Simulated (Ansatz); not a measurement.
A run for Ansatz (an electronic-structure program): U-wB97X-V/def2-TZVPPD on OH (SMILES [OH]). The basis file is the Basis Set Exchange's JSON of that set.

Ansatz 0.2 input:
```yaml
crystal:
  periodic: [false, false, false]
  atoms:
    - {symbol: O, position_ang: [-0.00000000, 0.00000000, 0.48836343]}
    - {symbol: H, position_ang: [0.00000000, -0.00000000, -0.48836343]}
basis:
  gaussian:
    orbitals: def2-TZVPPD.json
hamiltonian:
  xc: {name: wB97X-V}
magnetization: {spin_polarized: true, initial_magnetization: 1}
```

The log:

```
WARN ansatz: RAYON_NUM_THREADS=1 ignored (pool sized by the plan → 1); use --threads N
Functional definition: wB97X-V
integrals: 0.01 GiB planned
243 factors; their error is unknown
integrals: 0.04 GiB planned
78 factors; integrals over basis functions are off by at most 2.2e-5 eV
mean field: 0.15 GiB planned
mean field evaluation 1: about -2060.1411 eV, gradient 1.6e1 eV
mean field evaluation 2: about -2060.4633 eV, gradient 1.3e1 eV
mean field evaluation 4: about -2061.0008 eV, gradient 1.4e-1 eV
mean field evaluation 8: about -2061.0045 eV, gradient 1.6e-2 eV
mean field -2061.00445208 eV, -75.7405166148 hartree, gradient 3.7e-5 eV, S^2 0.752521; 0 other end points of the search recorded, 0 dependent functions left out
reference -2061.00445051 eV, -75.7405165574 hartree; 5, 4 occupied and 52, 53 virtual orbitals, 243 factors
Total energy: -2061.00445051 eV, -75.7405165574 hartree
```

The run converged.

Cost: around 1.7 core-seconds (rough).
